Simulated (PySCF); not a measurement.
How methods differ on the excitation energy of Xe²⁺

Xe²⁺ [Kr] 4d10 5s2 5p4 (3P) → Xe²⁺ [Kr] 4d10 5s2 5p3 5d1 (5D), as a difference of total energies. All numbers are calculated (PySCF 2.14, scalar relativity through the core potential, in aug-cc-pVTZ-PP with one added diffuse shell each of d, f type with ECP28MDF (6s5p5d3f, 67 functions)). Correlated levels: valence: 4s2 4p6 4d10 frozen. The calculations carry no spin-orbit coupling.

```json
{"method": "UHF", "excitation energy (cm⁻¹)": "101220"}
{"method": "LDA", "excitation energy (cm⁻¹)": "107770"}
{"method": "PBE", "excitation energy (cm⁻¹)": "104530"}
{"method": "PBE0", "excitation energy (cm⁻¹)": "105090"}
{"method": "r2SCAN", "excitation energy (cm⁻¹)": "106500"}
{"method": "PW91", "excitation energy (cm⁻¹)": "104940"}
{"method": "M06", "excitation energy (cm⁻¹)": "105240"}
{"method": "B97-3", "excitation energy (cm⁻¹)": "106750"}
{"method": "PBEsol", "excitation energy (cm⁻¹)": "105080"}
{"method": "MP2 (valence)", "excitation energy (cm⁻¹)": "104600"}
{"method": "SCS-MP2 (valence)", "excitation energy (cm⁻¹)": "105780"}
```

The promoted electron is Rydberg-like, and one or two diffuse shells describe it only roughly, which tends to raise the upper state.
